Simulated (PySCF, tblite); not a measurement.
Species: C6H11NOSi.
Numbering: `[CH3:1][SiH2:2][CH2:3]/[CH:4]=[CH:5]/[O:6][CH2:7][C:8]#[N:9]` (hydrogens: H10, H11, H12 on C1; H13, H14 on Si2; H15, H16 on C3; H17 on C4; H18 on C5; H19, H20 on C7)

Geometry (GFN2-xTB, Å), atoms numbered from 1 in this order:
```xyz
20
C6H11NOSi angstrom
C     -2.604    1.002    0.031
Si    -2.395   -0.878    0.161
C     -0.875   -1.395   -0.886
C      0.376   -0.782   -0.358
C      0.983    0.239   -0.946
O      2.105    0.913   -0.550
C      2.725    0.477    0.638
C      3.898    1.291    0.886
N      4.825    1.923    1.095
H     -2.850    1.300   -0.985
H     -3.400    1.356    0.678
H     -1.693    1.522    0.311
H     -2.166   -1.270    1.559
H     -3.581   -1.575   -0.352
H     -0.780   -2.481   -0.872
H     -1.024   -1.093   -1.922
H      0.741   -1.204    0.567
H      0.623    0.668   -1.870
H      2.045    0.573    1.500
H      3.043   -0.575    0.553
```

Computed, not measured: PBE0/pcSseg-1 in PySCF (dipole) on a GFN2-xTB geometry, gas phase.

Take the most abundant isotopes and a rigid rotor. The values belong to one conformer with, in the numbering `[CH3:1][SiH2:2][CH2:3]/[CH:4]=[CH:5]/[O:6][CH2:7][C:8]#[N:9]`, C1–Si2–C3–C4 63°, Si2–C3–C4–C5 -105°, C4–C5–O6–C7 1°, C5–O6–C7–C8 179°.

(1) What are A, B and C (GHz)?

(2) What kind of rotor is it?

(3) Is it planar, by Δ = Ic − Ia − Ib?

(4) Give the other two planar moments, Paa and Pbb, and the rms extents of the mass along the axes.

(5) Which lines would a microwave search look for?

(6) Estimate the classical rotational partition function at 10 K, 200 K and 298.15 K.

## Answers

(1) Ia = 146.73, Ib = 1090.46, Ic = 1136.59 u·Å²; 505379 MHz·u·Å²/I gives 3444, 463.5 and 444.6 MHz, that is A = 3.4443, B = 0.4635, C = 0.4446 GHz.

(2) A near-prolate asymmetric top; Ray's κ = -0.987.

(3) Not planar: Δ = Ic − Ia − Ib = -100.60 u·Å². For a rigid frame Δ = −2 Σ m c², so Σ m c² = 50.30 u·Å² lies off the ab plane: 15.11 from hydrogen and 35.19 from heavier atoms. The atom farthest from that plane is 1.95 Å away.

(4) Paa = Σ m a² = (Ib + Ic − Ia)/2 = 1040.16 and Pbb = Σ m b² = (Ia + Ic − Ib)/2 = 96.43 u·Å². With the mass M = 141.06 u, the rms extents √(P/M) along a, b and c are 2.72, 0.83, 0.60 Å.

(5) The dipole components are |μa| = 3.82 D, |μb| = 1.10 D, |μc| = 0.85 D. The squared components, which scale the intensities, stand as 1.00 : 0.08 : 0.05 (a : b : c). Some lines, for components of 0.1 D or more:

| type | branch | J(Ka,Kc) | MHz | lower level (cm⁻¹) |
| --- | --- | --- | --- | --- |
| a | R | 3(1,2) ← 2(1,1) | 2752 | 0.192 |
| c | Q | 5(1,5) ← 5(0,5) | 2852 | 0.454 |
| b | Q | 3(1,2) ← 3(0,3) | 3047 | 0.182 |
| b | Q | 4(1,3) ← 4(0,4) | 3085 | 0.303 |
| b | Q | 5(1,4) ← 5(0,5) | 3134 | 0.454 |
| a | R | 4(3,1) ← 3(3,0) | 3633 | 1.079 |
| a | R | 4(2,2) ← 3(2,1) | 3633 | 0.581 |
| a | R | 5(3,2) ← 4(3,1) | 4541 | 1.201 |
| a | R | 5(1,4) ← 4(1,3) | 4587 | 0.406 |
| c | Q | 5(2,4) ← 5(1,4) | 8830 | 0.559 |
| c | Q | 3(2,2) ← 3(1,2) | 8914 | 0.283 |
| b | Q | 3(2,1) ← 3(1,2) | 8915 | 0.283 |
| c | Q | 2(2,1) ← 2(1,1) | 8942 | 0.192 |
| b | Q | 3(2,2) ← 3(1,3) | 9027 | 0.280 |
| b | R | 3(2,2) ← 2(1,1) | 11667 | 0.192 |
| b | R | 5(2,4) ← 4(1,3) | 13417 | 0.406 |
| c | Q | 5(3,3) ← 5(2,3) | 14949 | 0.853 |
| c | Q | 4(3,2) ← 4(2,2) | 14950 | 0.702 |
| b | Q | 4(3,1) ← 4(2,2) | 14950 | 0.702 |
| c | Q | 3(3,1) ← 3(2,1) | 14951 | 0.581 |
| b | Q | 4(3,2) ← 4(2,3) | 14951 | 0.702 |
| c | R | 4(3,1) ← 3(2,1) | 18583 | 0.581 |
| b | R | 5(3,3) ← 4(2,2) | 19491 | 0.702 |
| c | R | 4(4,1) ← 3(3,1) | 24564 | 1.079 |
| c | R | 5(4,1) ← 4(3,1) | 25472 | 1.201 |
| c | Q | 5(5,1) ← 5(4,1) | 26912 | 2.050 |
| b | Q | 5(5,1) ← 5(4,2) | 26912 | 2.050 |
| b | R | 5(5,0) ← 4(4,1) | 31453 | 1.899 |

(6) Point group C1, symmetry number σ = 1; q = (√π/σ)·√((kT/h)³/(ABC)), k/h = 20836.6 MHz/K: 6330 at 10 K, 566000 at 200 K, 1030000 at 298.15 K.

Its GFN2-xTB frequencies are all real (lowest 30 cm⁻¹). Constants of a rigid frame at the computed geometry: no zero-point averaging, no centrifugal distortion. A rigid rotor knows nothing of internal rotation, which can split or shift real lines. Quadrupole hyperfine structure (14N) is left out.

On Arm Neoverse V2, one thread, shared host with 192 logical CPUs at a one-minute load of 96, this took 49 s of wall time and 0.95 GiB of memory at its peak. This is the PBE0/pcSseg-1 job that gave the dipole, with the shieldings it also computed.
